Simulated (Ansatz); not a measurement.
Cd2SeF2, relaxed as a singlet with RKS PBE-D4/def2-SVP in Ansatz, starting from the GFN1-xTB geometry. Force threshold 0.02 eV/Å.

In the def2 sets Cd takes a core potential; there is no spin–orbit coupling. The structure comes from a short search, and lower isomers may exist.

Start:

```
atom   x (Å)   y (Å)   z (Å)
 Cd1   1.657   0.006   0.460
 Cd2  -1.584   0.074  -0.250
 Se3   0.257  -1.217  -1.022
  F4   3.143   0.928   1.201
  F5  -3.473   0.207  -0.389
```

```csv
step,energy (eV),largest force component (eV/Å),SCF passes
1,-79887.0623,1.216,21
2,-79887.4308,0.386,28
3,-79887.5646,0.208,28
4,-79887.5979,0.080,21
5,-79887.6066,0.021,21
6,-79887.6079,0.045,21
7,-79887.6080,0.009,23
```

Force components are those of the run's own axes.

End:

```xyz
5

Cd    1.721   -0.019    0.274
Cd   -1.641   -0.289   -0.516
Se    0.393   -1.485   -1.166
F     2.797    1.139    1.416
F    -3.270    0.654   -0.009
```

By distances, no bond broke or formed. The bond that changes most is Cd2–Se3, from 2.38 to 2.45 Å (atoms count from 1). The end is the same structure that another start reached, the lowest one found.

No frequencies were taken in this run, so the end may be a saddle point.

It took 6 s on 4 threads of Intel Xeon on a shared host.
